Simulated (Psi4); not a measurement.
Dimer: C2H2 (SMILES C#C) (first 4 atoms) with H4OSi (SMILES O[SiH3]); geometry from B3LYP-D3(BJ)/def2-TZVP, rigid monomers moved along the line of their centres of mass till C2···H7 is 4.18 Å.
(charge 0, multiplicity 1):
```json
[
 {"atom": "C", "x (Å)": "-0.1462", "y (Å)": "-0.0704", "z (Å)": "0.1070"},
 {"atom": "C", "x (Å)": "-1.2130", "y (Å)": "-0.4562", "z (Å)": "0.4912"},
 {"atom": "H", "x (Å)": "0.7993", "y (Å)": "0.2748", "z (Å)": "-0.2365"},
 {"atom": "H", "x (Å)": "-2.1626", "y (Å)": "-0.7955", "z (Å)": "0.8292"},
 {"atom": "O", "x (Å)": "1.2056", "y (Å)": "-0.8258", "z (Å)": "5.0013"},
 {"atom": "Si", "x (Å)": "1.0198", "y (Å)": "0.5533", "z (Å)": "5.8852"},
 {"atom": "H", "x (Å)": "0.8764", "y (Å)": "-0.8084", "z (Å)": "4.0943"},
 {"atom": "H", "x (Å)": "1.7304", "y (Å)": "1.7041", "z (Å)": "5.2714"},
 {"atom": "H", "x (Å)": "1.5928", "y (Å)": "0.2724", "z (Å)": "7.2173"},
 {"atom": "H", "x (Å)": "-0.4097", "y (Å)": "0.9303", "z (Å)": "6.0286"}
]
```

All values below come from SAPT0/jun-cc-pV(D+d)Z in Psi4.

Q: Give the four SAPT terms and the total, and say what mostly holds the pair together.

A: electrostatics -0.60, exchange 0.02, induction -0.03, dispersion -0.11, total -0.73 kcal/mol; the largest attraction is electrostatics.
